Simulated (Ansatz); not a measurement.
Computed with Ansatz on PBE0-D4/def2-TZVP structures; ΔE is electronic, products minus reactants. CBS: MP2 limit from def2 TZ/QZ plus the TZ coupled-cluster correction, frozen cores. This one scheme is used for every species. Triplets are unrestricted, without spin–orbit coupling. One conformer a species, not always the lowest.

Reaction (formal loss of a carbene): `OBCCO` → `[CH2]` (triplet) + `OBCO`

```json
{"species": "`OBCCO`", "MP2/CBS(def2) energy (Eh)": "-255.43381"}
{"species": "`[CH2]` (triplet)", "MP2/CBS(def2) energy (Eh)": "-39.07245"}
{"species": "`OBCO`", "MP2/CBS(def2) energy (Eh)": "-216.18783"}
```

Q: Work out ΔE.

A: ΔE = (-39.07245) + (-216.18783) − (-255.43381) = 0.17353 Eh = +4.72 eV. CCSD(T)/CBS gives +4.59 eV.

Largest T1 diagnostic among the species: 0.012.

In def2-TZVPP, CCSD(T) changes the Hartree–Fock value by +1.40 eV (the triples alone add +0.11 eV) and MP2 by +1.53 eV. The D4 term adds +0.08 eV with B3LYP and +0.05 eV with PBE0; it sums over pairs of atoms, weighted by their polarisabilities, and B3LYP, whose exchange is more repulsive, gets the larger term.

B3LYP here is the variant with VWN-RPA as its local correlation; programs differ in this.
